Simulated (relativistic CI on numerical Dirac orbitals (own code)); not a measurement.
## Electric-dipole transitions in Ga XV

Method of calculation: Dirac-Coulomb-Breit CI, orbitals from a KLI potential per configuration, model QED (radiative potential, 1s self-energy scaled to tabulated hydrogen-like ionisation energies), unscaled Slater integrals (own radial code, finite nucleus).

Configuration list (outside the closed core [Ne]): 3s2.3p5, 3s.3p6, 3s2.3p4.3d, 3s.3p5.3d, 3p6.3d, 3s.3p4.3d2, 3s2.3p4.4s, 3s2.3p3.3d.4p, 3p6.4s, 3s2.3p4.4p, 3p6.4p, 3s.3p4.3d.4s, 3s2.3p4.4d, 3s2.3p3.3d.4s, 3s2.3p2.3d2.4s, 3s.3p3.3d2.4s, 3s2.3p2.3d.4s2, 3s2.3p2.3d.4s.4p, 3s2.3p2.3d.4s.4d. Double excitations out of closed p, d and f shells are left out; levels of such configurations are missing from the list, as are those of other unlisted configurations, and high levels can miss mixing partners.

| λ vac (Å) | Lower | Upper | A (s⁻¹) | gf | Branching (%) |
| --- | --- | --- | --- | --- | --- |
| 104.19 | 3s.3p6 2S_1/2 [3] | 3s.3p5.3d 2P°_1/2 [54] | 2.60e+11 | 8.47e-01 | 64.4 |
| 104.54 | 3s.3p6 2S_1/2 [3] | 3s.3p5.3d 2P°_3/2 [53] | 2.66e+11 | 1.75e+00 | 65.5 |
| 121.45 | 3s.3p5.3d 4P°_1/2 [32] | 3s.3p4.3d2 4P_3/2 [199] | 2.04e+11 | 1.80e+00 | n/a |
| 122.07 | 3s.3p5.3d 4P°_3/2 [33] | 3s.3p4.3d2 4P_1/2 [200] | 3.41e+11 | 1.52e+00 | n/a |
| 122.47 | 3s.3p5.3d 4P°_3/2 [33] | 3s.3p4.3d2 4P_3/2 [199] | 9.90e+10 | 8.90e-01 | n/a |
| 123.99 | 3s2.3p5 2P°_3/2 [1] | 3s2.3p4.3d 2P_1/2 [30] | 7.31e+10 | 3.37e-01 | 25.3 |
| 125.61 | 3s2.3p5 2P°_3/2 [1] | 3s2.3p4.3d 2D_5/2 [29] | 3.21e+11 | 4.56e+00 | 100.0 |
| 126.27 | 3s2.3p5 2P°_1/2 [2] | 3s2.3p4.3d 2D_3/2 [31] | 3.10e+11 | 2.96e+00 | 99.1 |
| 126.52 | 3s2.3p5 2P°_3/2 [1] | 3s2.3p4.3d 2P_3/2 [28] | 2.99e+11 | 2.87e+00 | 99.7 |
| 128.16 | 3s.3p6 2S_1/2 [3] | 3s.3p5.3d 2P°_3/2 [48] | 3.09e+10 | 3.04e-01 | 29.1 |
| 129.00 | 3s.3p5.3d 4F°_9/2 [35] | 3s.3p4.3d2 4G_11/2 [191] | 4.82e+10 | 1.44e+00 | n/a |
| 130.10 | 3s.3p5.3d 4F°_9/2 [35] | 3s.3p4.3d2 4D_7/2 [185] | 7.77e+10 | 1.58e+00 | n/a |
| 130.46 | 3s.3p5.3d 4F°_9/2 [35] | 3s.3p4.3d2 4F_9/2 [183] | 4.15e+10 | 1.06e+00 | n/a |
| 130.59 | 3s2.3p5 2P°_1/2 [2] | 3s2.3p4.3d 2P_1/2 [30] | 2.15e+11 | 1.10e+00 | 74.7 |
| 131.11 | 3s.3p5.3d 4F°_7/2 [36] | 3s.3p4.3d2 4D_5/2 [184] | 7.35e+10 | 1.14e+00 | n/a |
| 133.00 | 3s.3p5.3d 4F°_7/2 [36] | 3s.3p4.3d2 4F_7/2 [177] | 4.62e+10 | 9.80e-01 | n/a |
| 134.77 | 3s2.3p5 2P°_3/2 [1] | 3s2.3p4.3d 2S_1/2 [27] | 2.07e+11 | 1.13e+00 | 80.0 |
| 137.40 | 3s.3p5.3d 4F°_9/2 [35] | 3s.3p4.3d2 4G_11/2 [164] | 8.49e+10 | 2.88e+00 | n/a |
| 138.69 | 3s.3p5.3d 4F°_7/2 [36] | 3s.3p4.3d2 4G_9/2 [163] | 8.51e+10 | 2.45e+00 | n/a |
| 140.01 | 3s.3p5.3d 4F°_9/2 [35] | 3s.3p4.3d2 2H_11/2 [153] | 3.35e+10 | 1.18e+00 | n/a |
| 140.22 | 3s.3p5.3d 4D°_7/2 [39] | 3s.3p4.3d2 4F_9/2 [183] | 4.98e+10 | 1.47e+00 | n/a |
| 140.76 | 3s.3p5.3d 4F°_5/2 [37] | 3s.3p4.3d2 4G_7/2 [159] | 6.85e+10 | 1.63e+00 | n/a |
| 142.61 | 3s2.3p5 2P°_1/2 [2] | 3s2.3p4.3d 2S_1/2 [27] | 5.15e+10 | 3.14e-01 | 20.0 |
| 165.76 | 3s2.3p4.3d 2S_1/2 [27] | 3s.3p5.3d 2P°_3/2 [53] | 5.83e+10 | 9.60e-01 | 14.3 |
| 169.21 | 3s2.3p4.3d 2F_5/2 [23] | 3s.3p5.3d 2D°_3/2 [51] | 4.84e+10 | 8.32e-01 | 42.5 |
| 169.67 | 3s2.3p4.3d 2G_9/2 [21] | 3s.3p5.3d 2F°_7/2 [50] | 8.53e+10 | 2.95e+00 | 66.6 |
| 169.99 | 3s2.3p4.3d 2G_7/2 [20] | 3s.3p5.3d 2F°_5/2 [49] | 7.65e+10 | 1.99e+00 | 61.2 |
| 171.63 | 3s2.3p4.3d 2F_7/2 [24] | 3s.3p5.3d 2D°_5/2 [52] | 5.18e+10 | 1.37e+00 | 44.8 |
| 182.10 | 3s2.3p4.3d 2D_5/2 [29] | 3s.3p5.3d 2P°_3/2 [53] | 4.07e+10 | 8.10e-01 | 10.0 |
| 189.60 | 3s2.3p4.3d 2D_5/2 [26] | 3s.3p5.3d 2D°_5/2 [52] | 2.26e+10 | 7.32e-01 | 19.6 |
| 195.25 | 3s2.3p4.3d 4D_5/2 [4] | 3s.3p5.3d 4F°_5/2 [37] | 7.73e+09 | 2.65e-01 | 21.5 |
| 195.42 | 3s2.3p4.3d 4F_9/2 [8] | 3s.3p5.3d 4D°_7/2 [39] | 2.25e+10 | 1.03e+00 | 52.5 |
| 196.16 | 3s2.3p4.3d 4D_3/2 [6] | 3s.3p5.3d 4F°_5/2 [37] | 8.01e+09 | 2.77e-01 | 22.3 |
| 196.55 | 3s2.3p4.3d 4F_7/2 [10] | 3s.3p5.3d 4D°_5/2 [41] | 2.20e+10 | 7.63e-01 | 49.5 |
| 197.98 | 3s2.3p4.3d 2F_7/2 [16] | 3s.3p5.3d 2F°_7/2 [43] | 1.32e+10 | 6.21e-01 | 39.8 |
| 198.28 | 3s2.3p4.3d 4D_5/2 [4] | 3s.3p5.3d 4F°_7/2 [36] | 8.17e+09 | 3.85e-01 | 23.8 |
| 199.16 | 3s2.3p4.3d 4D_7/2 [5] | 3s.3p5.3d 4F°_7/2 [36] | 7.71e+09 | 3.67e-01 | 22.5 |
| 201.48 | 3s2.3p4.3d 4D_7/2 [5] | 3s.3p5.3d 4F°_9/2 [35] | 9.73e+09 | 5.92e-01 | 29.7 |
| 201.62 | 3s2.3p4.3d 4F_5/2 [14] | 3s.3p5.3d 4D°_3/2 [42] | 2.26e+10 | 5.50e-01 | 51.0 |
| 205.58 | 3s2.3p4.3d 4D_7/2 [5] | 3s.3p5.3d 4P°_5/2 [34] | 2.26e+10 | 8.59e-01 | 62.5 |
| 210.07 | 3s2.3p4.3d 4D_5/2 [4] | 3s.3p5.3d 4P°_3/2 [33] | 1.87e+10 | 4.94e-01 | 54.0 |
| 211.92 | 3s2.3p4.3d 4P_5/2 [17] | 3s.3p5.3d 4D°_7/2 [39] | 1.14e+10 | 6.16e-01 | 26.7 |
| 218.16 | 3s2.3p4.3d 4F_9/2 [8] | 3s.3p5.3d 4F°_9/2 [35] | 1.80e+10 | 1.29e+00 | 55.0 |
| 220.09 | 3s2.3p4.3d 4F_7/2 [10] | 3s.3p5.3d 4F°_7/2 [36] | 1.10e+10 | 6.42e-01 | 32.2 |
| 222.84 | 3s2.3p4.3d 4F_5/2 [14] | 3s.3p5.3d 4F°_5/2 [37] | 1.34e+10 | 5.99e-01 | 37.3 |

Terms are leading LS components. Brackets give the number of a level in order of energy, since labels repeat. The list gives strong lines, with weight on those to low levels, without lines whose two gauges differ by over a factor of 2.5, among the lowest 200 of 2248 levels, so that lines to higher ones, which can be the strongest, are missing. Levels whose partners in the same complex of configurations lie outside the list can be far off, and so can their lines. Rates are taken at the computed energies, electric ones in the length gauge.

At this charge energies of transitions that change n are usually good to better than 1 %, and those within a shell (Δn = 0) to a few per cent.

LS names give the leading component of a level, which can be under half, so a name can repeat, a term be missing and a line seem to break the LS rules.
